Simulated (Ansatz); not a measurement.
Calculated with Ansatz (gas phase, PBE0-D4/def2-TZVP geometries, no zero-point term in ΔE). CBS: MP2 limit from def2 TZ/QZ plus the TZ coupled-cluster correction, frozen cores. This one scheme is used for every species. DFT in def2-TZVPP. One conformer a species, not always the lowest.

Consider the ligand exchange at a B–C bond: `CB(C)O[SiH3]` + `O[SiH3]` → `CB(O[SiH3])O[SiH3]` + CH₄.

| species | B2PLYP energy (Eh) |
| --- | --- |
| `CB(C)O[SiH3]` | -471.10220 |
| `O[SiH3]` | -367.02731 |
| `CB(O[SiH3])O[SiH3]` | -797.69414 |
| CH₄ | -40.48716 |

Work out ΔE.

ΔE = (-797.69414) + (-40.48716) − (-471.10220) − (-367.02731) = -0.05179 Eh = -1.41 eV. CCSD(T)/CBS gives -1.39 eV.

Largest T1 diagnostic among the species: 0.012.

In def2-TZVPP, CCSD(T) changes the Hartree–Fock value by +0.12 eV (the triples alone add +0.01 eV) and MP2 by +0.13 eV. From PBE to PBE0 (25 % exact exchange), in def2-TZVPP and without D4, ΔE moves by −0.03 eV. The D4 term adds −0.07 eV with B3LYP and −0.04 eV with PBE0; it sums over pairs of atoms, weighted by their polarisabilities, and B3LYP, whose exchange is more repulsive, gets the larger term.

B3LYP here is the variant with VWN-RPA as its local correlation; programs differ in this.
